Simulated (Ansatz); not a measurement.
The cluster RuF₃ was relaxed with PBE0-D4 (def2-TZVP) in Ansatz in these states: neutral doublet, neutral quartet. The geometries follow in no particular order.

In the def2 sets Ru takes a core potential; there is no spin–orbit coupling.

A:

```xyz
4

Ru    0.3293    0.0047   -0.0113
F     0.6567   -1.3908    1.1409
F     0.5358    1.4082   -1.1816
F    -1.5218   -0.0221    0.0520
```

B:

Cartesian coordinates in Å:
```
Ru 0.000 0.001 -0.001
F -1.668 -0.334 0.633
F 0.436 -0.461 -1.703
F 1.232 0.794 1.071
```

Problem. Judge from the bond lengths which geometry belongs to which state (an estimate).

Solution. A is the neutral quartet (Ru1–F4 1.852 Å, Ru1–F2 1.839 Å, Ru1–F3 1.839 Å); B is the neutral doublet (Ru1–F4 1.816 Å, Ru1–F2 1.816 Å, Ru1–F3 1.816 Å).

At PBE0-D4/def2-TZVP a quartet lies 0.56 eV below the neutral doublet. These are the stationary points nearest to one start from a short search; other shapes may lie lower in each state.
